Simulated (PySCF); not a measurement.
Radial density of Br (bromine, neutral)

UHF, [Ar] 3d10 4s2 4p5, 2P determinant. All numbers are calculated (PySCF 2.14, no relativity, point nucleus, in 6-31G*).

```
r (bohr)  4πr²ρ (e/bohr)  4πr²(ρα − ρβ)
0.000799          0.2200         0.0000
 0.00134          0.6080         0.0000
 0.00226           1.624         0.0000
 0.00380           4.104         0.0000
 0.00639           9.716         0.0001
  0.0108           20.25         0.0002
  0.0181           34.62         0.0011
  0.0304           42.82         0.0049
  0.0512           37.07         0.0184
  0.0861           39.72         0.0401
   0.145           50.90         0.0210
   0.243           30.59         0.0021
   0.410           34.24         0.0989
   0.689           21.51        -0.0016
    1.16           5.509         0.3616
    1.95           3.707         0.5448
    3.28          0.7757         0.1142
    5.51         0.02548         0.0032
```
